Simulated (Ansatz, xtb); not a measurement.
## BClFSi2: where a starting geometry ends

The starting geometry of this gas-phase doublet was built from a drawn formula by distance geometry and a force field; its bonds are those of `F[B-]1(Cl)[Si]=[Si+]1`.

```xyz
5

B     0.5448    0.4906   -0.1670
Cl   -0.1851    0.8805   -1.8205
F     1.7568   -0.2994   -0.1189
Si    0.4984    1.9084    1.1748
Si   -0.6533    0.1744    1.2586
```

**Question.** Where would you expect an optimisation with r2SCAN-D4/def2-SVP to take it?

**Answer.** A bond breaks, giving a structure given below by its coordinates. Contacts that open: B1–Si4 (1.95 → 2.56 Å).

The energy falls by 1.22 eV over 20 steps:

```tsv
step	E − E(last) (eV)
1	1.222
3	0.113
5	0.032
7	0.009
9	0.004
12	0.002
14	0.000
16	0.000
18	0.000
20	0.000
```

Final geometry (Å):

```
atom    x (Å)    y (Å)    z (Å)
   B   0.5661   0.1985  -0.2553
  Cl  -0.0207   1.0126  -1.7370
   F   1.7184  -0.4533  -0.3572
  Si   0.2771   2.2298   1.2702
  Si  -0.5793   0.1668   1.4063
```

From the same start GFN2-xTB reaches the same bonding as this run.

The end wasn't checked by frequencies. Open shells are spin-unrestricted. Run with Ansatz 0.2.0, 4 min on 1 thread of Intel(R) Xeon(R) Platinum 8488C (Sapphire Rapids) (shared host).
